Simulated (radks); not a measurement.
Species: W XLVI. Configuration: [Ar] 3d10 4s1.

Method: non-relativistic Kohn-Sham, LB94 model potential, spin-polarised, spherical densities, point nucleus; open shells are filled with parallel spins first (spin-orbit coupling, left out, can overturn this in heavy ions); relativity is left out, which matters for an element this heavy; computed with a radial shooting solver on a logarithmic mesh with Libxc functionals.

Energy parts (hartree):
| part | energy |
|---|---|
| kinetic | 13920.3381 |
| electron-nucleus | -30294.7933 |
| Hartree | 2687.3194 |
(The LB94 potential has no energy functional, so no total or exchange-correlation energy is given.)

Orbitals (lengths in bohr, moments of r in powers of bohr):
orbital  occ.  eigenvalue (hartree)      <r>
1s up       1             -2433.075  0.02045
1s down     1             -2433.018  0.02045
2s up       1             -468.5179  0.08618
2s down     1             -468.4901  0.08619
2p up       3             -453.0965  0.07285
2p down     3             -453.0747  0.07285
3s down     1             -166.2052   0.2152
3s up       1             -166.1779   0.2150
3p down     3             -159.1318   0.2049
3p up       3             -159.1098   0.2047
3d down     5             -146.1663   0.1788
3d up       5             -146.1600   0.1787
4s down     0             -84.29819   0.4147
4s up       1             -84.00756   0.4154
4p down     0             -81.27223   0.4097
4p up       0             -80.97968   0.4103
5s down     0             -51.10017   0.6799
5s up       0             -51.02791   0.6804

The highest occupied level is 4s up at -2286.0 eV. The configuration is held as typed, so some empty levels lie below it. Spin moment in Bohr magnetons: 1. For comparison, the ionisation energy in NIST's Atomic Spectra Database is 2414.1 eV (semi-empirical). In exact Kohn-Sham theory the highest level is minus the ionisation energy, but local and semilocal functionals leave it too shallow, through self-interaction and a potential that decays too fast; potentials with the right tail come closer. The electron density at the nucleus is 2.9e+05 e/bohr^3.
